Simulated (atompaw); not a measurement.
## Plane-wave convergence, PAW (atompaw) potential for Si

silicon, PAW, made with atompaw 4.2.0.5 (PBE, scalar-relativistic). Core [Ne], reference 3s1 3p3. Waves: 3s (bound); 3s channel at 1.4 Ry; 3p (bound); 3p channel at 2.4 Ry; 3d channel at -0.05 Ry. Local part: troulliermartins scheme with l = 3 at 0.5 Ry, radius 2.10 bohr. Core correction: smooth core density matched at 1.70 bohr. Augmentation charge: besselshape compensation charge, radius 1.75 bohr; PAW radius 2.15 bohr; waves and projectors: bloechl.

The pseudo-atom Hamiltonian at the reference potential is diagonalised in spherical Bessel functions j_l(qr) that vanish at 20 bohr, with q² up to the cutoff. All-electron valence levels (Ry): 3s -0.8498, 3p -0.3431.

Problem. How do the lowest levels (Ry) of each channel move with the cutoff, and are there ghosts?

Solution.

| cutoff (Ry) | s #1 | p #1 | p #2 | d #1 | f #1 | f #2 | Σ f·Δε (mRy) |
| --- | --- | --- | --- | --- | --- | --- | --- |
| 8 | -0.8462 | -0.3418 | 0.0226 | 0.0532 | 0.1098 | 0.2325 | 7.5 |
| 10 | -0.8480 | -0.3428 | 0.0225 | 0.0530 | 0.1098 | 0.2325 | 2.8 |
| 12 | -0.8489 | -0.3430 | 0.0225 | 0.0529 | 0.1098 | 0.2325 | 1.3 |
| 15 | -0.8493 | -0.3431 | 0.0225 | 0.0528 | 0.1098 | 0.2325 | 0.7 |
| 18 | -0.8495 | -0.3431 | 0.0225 | 0.0528 | 0.1098 | 0.2325 | 0.5 |
| 21 | -0.8496 | -0.3431 | 0.0225 | 0.0527 | 0.1098 | 0.2325 | 0.4 |
| 400 | -0.8498 | -0.3431 | 0.0225 | 0.0527 | 0.1098 | 0.2325 | 0.0 |

Result: no extra level below or beside the all-electron valence levels (s, p, d, f tested); 10 mRy is reached at 8 Ry and 1 mRy at 15 Ry.
